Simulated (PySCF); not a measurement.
A structure optimised at PBE-D3(BJ)/def2-SVP, used in a PySCF frequency run:

```xyz
9

O      0.7608    -1.9735     0.0000
Si     0.5359    -0.3235     0.0000
Cl     1.4428     0.5319    -1.6727
Cl     1.4428     0.5319     1.6727
Ge    -1.7950     0.1198     0.0000
H      1.6855    -2.2835     0.0000
H     -2.4471    -0.4857     1.2670
H     -1.9971     1.6543     0.0000
H     -2.4471    -0.4857    -1.2670
```
Charge 0, spin multiplicity 1.

**Question.** Write its SMILES, formula and point group.

**Answer.** O[Si](Cl)(Cl)[GeH3], Cl2GeH4OSi, Cs

**Question.** What are its rotational constants (standard atomic weights)?

**Answer.** 1.7058, 0.98620, 0.81593 GHz
